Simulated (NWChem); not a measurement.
# SnH2O2, singlet; SMILES [Sn]([OH])[OH]

```xyz
5

Sn     0.3784    -0.0275     0.0000
O     -1.0395    -1.4224     0.0000
H     -1.9151    -1.0099     0.0000
O     -1.0030     1.4290     0.0000
H     -0.6630     2.3310     0.0000
```
Atoms are numbered in this order, from 1.

All runs: NWChem. Low-valent species are run as closed-shell singlets; no triplet was tried in these runs. The geometry was optimised at PBE0/def2-SVP. def2 effective core potentials on Sn; no spin-orbit coupling.

Task: Taking PBE/def2-TZVPD as the yardstick, which of these has the fewest basis functions while keeping “highest occupied level (eV)” within 0.1 eV of it: PBE/def2-TZVP; PBE/def2-SVPD; PBE/def2-TZVPP; PBE/def2-SVP?

Result: PBE/def2-SVPD (a larger set in the list lies outside the tolerance).
| level | basis functions | highest occupied level (eV) | relative time (rough) |
|---|---|---|---|
| PBE/def2-SVP | 64 | -6.07 | 1 |
| PBE/def2-SVPD | 94 | -6.51 | 2 |
| PBE/def2-TZVP | 124 | -6.34 | 5 |
| PBE/def2-TZVPP | 140 | -6.34 | 6 |
| PBE/def2-TZVPD | 154 | -6.46 | 9 |

The yardstick is one finite set, not the basis-set limit.
